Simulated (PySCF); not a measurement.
Constants of SbI, step by step

State: ³Σ⁻, triplet, unpaired electrons π ↑↑. De refers to Sb + I. ROHF-based CCSD(T) in PySCF 2.14 with Sb cc-pwCVDZ-PP with ECP28, I aug-cc-pVDZ-PP with ECP28 and Sb cc-pwCVTZ-PP with ECP28, I aug-cc-pVTZ-PP with ECP28 (frozen core orbitals: 13; scalar-relativistic core potentials). Correlation energies are extrapolated as n⁻³ (n = 2, 3), Hartree–Fock as (n+1)·exp(−9√n).

```
      Level  Re (Å)  ωe (cm⁻¹)  ωexe (cm⁻¹)  αe (cm⁻¹)  De (eV)
 CCSD(T)/DZ  2.7570      191.5        0.426   0.000102    1.825
 CCSD(T)/TZ  2.7069      204.7        0.429   0.000101    2.113
     HF/CBS  2.7227      206.8        0.351   8.93e-05    1.110
    MP2/CBS  2.6719      216.5        0.388   9.53e-05    2.224
   CCSD/CBS  2.6908      210.7        0.411   9.79e-05    2.045
CCSD(T)/CBS  2.6943      208.4        0.431   0.000101    2.201
```

Q: How much is left between CCSD(T)/TZ and the basis-set limit, and how much do the triples give at the limit?

A: CCSD(T)/CBS less CCSD(T)/TZ: -12.6 mÅ in Re, +3.7 cm⁻¹ in ωe and +0.088 eV in De. CCSD(T)/CBS less CCSD/CBS: +3.5 mÅ in Re, -2.3 cm⁻¹ in ωe and +0.156 eV in De.

The T1 diagnostic is 0.018. The state was picked by a PBE0 search and need not be the measured ground state. Spin–orbit coupling, excitations beyond (T) and corrections to the Born–Oppenheimer picture are left out, and spin–orbit coupling matters for open p, d or f shells this heavy.

The whole job (state search and all basis sets along the bond) took about 38 min on 4 threads of Arm Neoverse V1 (shared host), peak memory 12 GiB.
